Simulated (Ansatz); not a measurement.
Stepwise reaction of `[OH][In]([OH])[OH]` with hydrogen sulfide, as a gas-phase model of exchange steps in deposition or etching. ΔE in kJ/mol; ΔG adds harmonic PBE0-D4 terms to CCSD(T)/CBS, at 1 bar.

Computed with Ansatz on PBE0-D4/def2-TZVP structures; ΔE is electronic, products minus reactants. CCSD(T)/CBS adds triple-zeta CCSD(T) − MP2 to the extrapolated MP2 energy (def2 sets, frozen cores). This one scheme is used for every species. DFT in def2-TZVPP. B3LYP here is the variant with VWN-RPA as its local correlation; programs differ in this. def2 core potentials past Kr. For In outer-core shells are correlated without core-valence functions, which leaves a few kJ/mol of doubt a bond. One conformer a species, not always the lowest.

```json
{"step": "1", "reaction": "`[OH][In]([OH])[OH]` + H₂S → `[OH][In]([OH])[SH]` + H₂O", "PBE-D4": "-68.4", "B3LYP-D4": "-66.6", "ωB97M-V": "-67.4", "CCSD(T)/CBS": "-68.0", "ΔG(600 K)": "-64.7"}
{"step": "3", "reaction": "`[OH][In]([SH])[SH]` + H₂S → `[SH][In]([SH])[SH]` + H₂O", "PBE-D4": "-63.9", "B3LYP-D4": "-62.7", "ωB97M-V": "-62.9", "CCSD(T)/CBS": "-64.2", "ΔG(600 K)": "-50.2"}
```

Task: Give the row of step 2, `[OH][In]([OH])[SH]` + H₂S → `[OH][In]([SH])[SH]` + H₂O. (Best estimate.)

Result: Computed: 
| step | reaction | PBE-D4 | B3LYP-D4 | ωB97M-V | CCSD(T)/CBS | ΔG(600 K) |
| --- | --- | --- | --- | --- | --- | --- |
| 2 | `[OH][In]([OH])[SH]` + H₂S → `[OH][In]([SH])[SH]` + H₂O | -65.4 | -63.8 | -64.3 | -65.3 | -56.8 |

Task: By hand: ΔE of the 3 steps together at CCSD(T)/CBS.

Result: (-68.0) + (-65.3) + (-64.2) = -197.5 kJ/mol, or -65.8 kJ/mol a step.

In ΔE the steps differ by no more than 3.8 kJ/mol. All are downhill at CCSD(T)/CBS. ΔG lies between -64.7 and -50.2 kJ/mol a step. PBE-D4 differs from CCSD(T)/CBS by -0.4 to 0.3 kJ/mol a step. Isolated molecules leave out the surface, adducts and barriers. Largest T1 diagnostic: 0.017.
